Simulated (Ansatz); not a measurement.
Steps of a relaxation of C₂H₉InSn (`C[CH]([InH2])[SnH3]`) with RKS PBE0-D4/def2-TZVP.

```sh
$ ansatz run in.yaml --threads 4 --pin off --events-out ev --progress --plain --max-ram 10444MiB
```

```yaml
crystal:
  periodic: [false, false, false]
  atoms:
    - {symbol: C, position_ang: [-1.179750, 0.959970, 0.382190]}
    - {symbol: C, position_ang: [-0.332910, 0.016430, -0.453700]}
    - {symbol: In, position_ang: [1.504220, 1.177050, -1.025080]}
    - {symbol: Sn, position_ang: [0.078140, -1.851950, 0.559670]}
    - {symbol: H, position_ang: [-1.294720, 1.919520, -0.136490]}
    - {symbol: H, position_ang: [-2.177880, 0.555060, 0.564400]}
    - {symbol: H, position_ang: [-0.713130, 1.162520, 1.349290]}
    - {symbol: H, position_ang: [-0.861310, -0.231460, -1.378800]}
    - {symbol: H, position_ang: [1.360450, 2.907410, -1.049050]}
    - {symbol: H, position_ang: [3.074080, 0.537300, -1.434040]}
    - {symbol: H, position_ang: [0.684590, -3.030710, -0.447500]}
    - {symbol: H, position_ang: [-1.315640, -2.451900, 1.265660]}
    - {symbol: H, position_ang: [1.173860, -1.669240, 1.803450]}
basis:
  gaussian: {orbitals: def2-TZVP}
hamiltonian: {xc: pbe0, dispersion: d4}
relax: {f_tol: 0.005, max_steps: 150}
```

Positions (Å) and forces (eV/Å) along the path, 11 of 17 steps:

```xyz
13
step=1 energy=-13222.7276 eV
C    -1.180    0.960    0.382   -0.035    0.112   -0.085
C    -0.333    0.016   -0.454    0.874    0.138   -0.101
In    1.504    1.177   -1.025   -0.254   -0.470   -0.030
Sn    0.078   -1.852    0.560   -0.229    0.605   -0.391
H    -1.295    1.920   -0.136   -0.136    0.014    0.185
H    -2.178    0.555    0.564   -0.101    0.018    0.121
H    -0.713    1.163    1.349   -0.109    0.086    0.071
H    -0.861   -0.231   -1.379    0.130   -0.076   -0.084
H     1.360    2.907   -1.049   -0.111   -0.014    0.058
H     3.074    0.537   -1.434   -0.181   -0.072    0.059
H     0.685   -3.031   -0.448    0.246   -0.406   -0.516
H    -1.316   -2.452    1.266   -0.583   -0.165    0.222
H     1.174   -1.669    1.803    0.490    0.230    0.490
13
step=2 energy=-13222.8264 eV
C    -1.207    0.955    0.405    0.098    0.153   -0.186
C    -0.257    0.081   -0.423   -0.232   -0.260   -0.044
In    1.540    1.090   -1.052    0.061    0.278    0.231
Sn    0.097   -1.802    0.541    0.051   -0.091    0.151
H    -1.413    1.916   -0.088    0.016   -0.125    0.052
H    -2.174    0.468    0.586    0.091    0.009   -0.018
H    -0.782    1.199    1.385   -0.024   -0.034   -0.020
H    -0.722   -0.203   -1.376   -0.133    0.032    0.010
H     1.294    2.815   -1.009    0.137   -0.040   -0.080
H     3.051    0.345   -1.432   -0.101    0.010   -0.058
H     0.710   -2.969   -0.577   -0.060    0.168    0.193
H    -1.386   -2.379    1.233    0.262    0.059   -0.083
H     1.249   -1.515    1.805   -0.165   -0.160   -0.148
13
step=3 energy=-13222.8634 eV
C    -1.202    0.959    0.391   -0.013    0.027   -0.069
C    -0.280    0.061   -0.437    0.022    0.010   -0.001
In    1.521    1.121   -1.020   -0.059    0.080    0.029
Sn    0.101   -1.808    0.549    0.001   -0.006    0.018
H    -1.395    1.917   -0.107   -0.007   -0.050    0.026
H    -2.174    0.490    0.581    0.006    0.008    0.018
H    -0.767    1.198    1.366   -0.022    0.000    0.005
H    -0.766   -0.214   -1.382    0.000   -0.010    0.018
H     1.343    2.850   -1.017    0.047   -0.033    0.003
H     3.014    0.371   -1.435    0.013   -0.044   -0.025
H     0.721   -2.969   -0.546    0.000    0.023    0.010
H    -1.355   -2.396    1.243    0.029   -0.002   -0.009
H     1.238   -1.580    1.814   -0.019   -0.002   -0.024
13
step=7 energy=-13222.8910 eV
C    -1.288    0.946    0.343   -0.038    0.073   -0.148
C    -0.302    0.093   -0.452    0.068   -0.128    0.121
In    1.535    1.108   -0.980   -0.016    0.013   -0.059
Sn    0.144   -1.746    0.582    0.007    0.001   -0.028
H    -1.552    1.855   -0.206   -0.049    0.037    0.044
H    -2.222    0.417    0.558    0.002   -0.014    0.004
H    -0.878    1.271    1.304    0.031   -0.014    0.000
H    -0.743   -0.253   -1.395   -0.010    0.051    0.013
H     1.718    2.778   -0.566   -0.001   -0.008    0.038
H     2.790    0.263   -1.816   -0.005   -0.011    0.003
H     0.797   -2.898   -0.499    0.005   -0.013    0.004
H    -1.284   -2.366    1.296    0.001    0.006    0.000
H     1.286   -1.466    1.831    0.005    0.008    0.007
13
step=8 energy=-13222.8941 eV
C    -1.300    0.950    0.323   -0.020    0.048   -0.136
C    -0.308    0.092   -0.458    0.076   -0.104    0.064
In    1.528    1.105   -0.989    0.067    0.063    0.051
Sn    0.159   -1.736    0.593   -0.008    0.027   -0.025
H    -1.568    1.850   -0.239   -0.053    0.035    0.041
H    -2.233    0.419    0.542   -0.005   -0.021    0.011
H    -0.894    1.289    1.280    0.029   -0.010    0.009
H    -0.743   -0.267   -1.399   -0.021    0.034    0.027
H     1.779    2.730   -0.413   -0.014   -0.142   -0.059
H     2.725    0.260   -1.917   -0.045    0.063    0.018
H     0.820   -2.893   -0.477    0.001   -0.011   -0.003
H    -1.265   -2.356    1.314   -0.009   -0.001    0.003
H     1.301   -1.443    1.840    0.002    0.019   -0.002
13
step=9 energy=-13222.8961 eV
C    -1.303    0.953    0.316    0.011    0.006   -0.036
C    -0.305    0.087   -0.451    0.046   -0.062    0.005
In    1.539    1.092   -0.972    0.034    0.114   -0.054
Sn    0.158   -1.740    0.598   -0.039    0.029    0.002
H    -1.577    1.849   -0.249   -0.015    0.004    0.015
H    -2.233    0.418    0.540   -0.005   -0.010    0.005
H    -0.897    1.298    1.271    0.008    0.001    0.007
H    -0.735   -0.267   -1.395    0.002    0.017    0.004
H     1.789    2.713   -0.388    0.001   -0.137   -0.023
H     2.715    0.289   -1.963   -0.050    0.042    0.063
H     0.818   -2.901   -0.469    0.003    0.001    0.001
H    -1.268   -2.357    1.318   -0.001   -0.006    0.009
H     1.299   -1.435    1.842    0.005    0.001    0.002
13
step=10 energy=-13222.8965 eV
C    -1.305    0.941    0.297   -0.054   -0.028   -0.023
C    -0.295    0.088   -0.470   -0.178   -0.051    0.039
In    1.527    1.093   -0.976    0.214    0.050   -0.058
Sn    0.159   -1.720    0.607    0.006   -0.033    0.009
H    -1.611    1.825   -0.270    0.029    0.023   -0.002
H    -2.222    0.387    0.529    0.016    0.000    0.029
H    -0.898    1.301    1.246   -0.010    0.003   -0.009
H    -0.714   -0.260   -1.420   -0.048   -0.056    0.011
H     1.866    2.615   -0.246    0.021    0.086    0.037
H     2.641    0.351   -2.067    0.011    0.001   -0.019
H     0.821   -2.909   -0.425   -0.002   -0.010   -0.014
H    -1.267   -2.312    1.347   -0.016   -0.002   -0.005
H     1.299   -1.399    1.848    0.012    0.017    0.005
13
step=12 energy=-13222.9009 eV
C    -1.309    0.942    0.294    0.004   -0.004    0.001
C    -0.303    0.082   -0.470    0.013    0.007   -0.014
In    1.539    1.097   -0.976   -0.010    0.001   -0.004
Sn    0.161   -1.725    0.611   -0.015    0.004   -0.008
H    -1.610    1.825   -0.279    0.001   -0.002   -0.001
H    -2.225    0.393    0.538   -0.002   -0.001    0.004
H    -0.897    1.309    1.238   -0.002    0.002    0.000
H    -0.731   -0.281   -1.411    0.009   -0.002    0.011
H     1.874    2.622   -0.235    0.000   -0.004    0.005
H     2.651    0.364   -2.077    0.006    0.001   -0.004
H     0.818   -2.912   -0.428   -0.001    0.002    0.002
H    -1.270   -2.315    1.344   -0.003   -0.009    0.009
H     1.303   -1.401    1.850    0.001    0.005   -0.003
13
step=13 energy=-13222.9012 eV
C    -1.307    0.942    0.288   -0.001    0.001   -0.004
C    -0.303    0.078   -0.474    0.003   -0.003   -0.006
In    1.538    1.094   -0.975    0.007    0.010    0.007
Sn    0.156   -1.726    0.613    0.000    0.003    0.002
H    -1.610    1.821   -0.289   -0.004    0.001    0.000
H    -2.223    0.394    0.539    0.004    0.001    0.002
H    -0.891    1.315    1.229   -0.004   -0.003    0.000
H    -0.730   -0.286   -1.415   -0.005   -0.002    0.003
H     1.867    2.607   -0.205    0.001   -0.005    0.000
H     2.655    0.386   -2.087   -0.001   -0.002   -0.004
H     0.803   -2.921   -0.424   -0.002    0.001    0.003
H    -1.267   -2.311    1.365    0.005    0.001   -0.001
H     1.312   -1.394    1.838   -0.001   -0.003   -0.001
13
step=15 energy=-13222.9015 eV
C    -1.312    0.938    0.278    0.002    0.001    0.011
C    -0.302    0.075   -0.481   -0.004    0.015   -0.003
In    1.541    1.093   -0.971    0.005    0.011   -0.003
Sn    0.158   -1.720    0.619    0.001   -0.006    0.004
H    -1.625    1.810   -0.306    0.003   -0.006   -0.003
H    -2.222    0.385    0.536    0.006    0.004   -0.002
H    -0.896    1.323    1.214   -0.006   -0.004   -0.005
H    -0.726   -0.293   -1.421    0.001   -0.002   -0.001
H     1.901    2.570   -0.144   -0.004   -0.010   -0.002
H     2.632    0.424   -2.132   -0.005   -0.002    0.005
H     0.794   -2.928   -0.410   -0.002    0.001    0.002
H    -1.265   -2.291    1.382    0.003   -0.001   -0.001
H     1.321   -1.385    1.836   -0.001   -0.001   -0.001
13
step=17 energy=-13222.9015 eV
C    -1.312    0.939    0.277    0.000   -0.001    0.002
C    -0.302    0.077   -0.480   -0.005    0.001    0.001
In    1.542    1.094   -0.971    0.000    0.001    0.000
Sn    0.159   -1.720    0.619    0.000   -0.001    0.000
H    -1.625    1.810   -0.307    0.001   -0.001   -0.001
H    -2.223    0.385    0.534    0.002    0.001   -0.001
H    -0.899    1.323    1.214   -0.001   -0.001   -0.002
H    -0.725   -0.293   -1.420   -0.001    0.000    0.000
H     1.902    2.568   -0.140    0.001    0.000   -0.001
H     2.628    0.421   -2.133    0.000    0.001    0.001
H     0.793   -2.928   -0.411    0.001    0.000   -0.001
H    -1.262   -2.291    1.384   -0.001    0.001    0.001
H     1.324   -1.385    1.835    0.001    0.000    0.000
```

It took 30 s on 4 threads of an AMD EPYC 9R45 on a shared host, with 0.77 GiB of host memory at the peak.
